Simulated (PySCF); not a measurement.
ClOSn, multiplicity 2. Atoms are numbered in the order given.

```xyz
3

Sn     0.3193    -0.4607     0.0000
O     -1.5699    -1.0922     0.0000
Cl    -0.2003     1.8690     0.0000
```
Charge 0, spin multiplicity 2.

The structure is a stationary point at B3LYP-D3(BJ)/def2-TZVP. The def2 effective core potentials stand for the cores of Sn; spin–orbit coupling is left out.

Computed with B3LYP-D3(BJ)/def2-TZVP (PySCF 2.14.0).

Frequencies are harmonic and unscaled.

Computed harmonic wavenumbers and intensities:
| mode | ν (cm⁻¹) | IR (km/mol) | moving atoms (share of kinetic energy) |
|---|---|---|---|
| 1 | 103 | 11.8 | O 66 %, Cl 22 %, Sn 12 % |
| 2 | 334 | 58.6 | Cl 77 %, Sn 23 % |
| 3 | 530 | 14.1 | O 89 %, Sn 11 % |
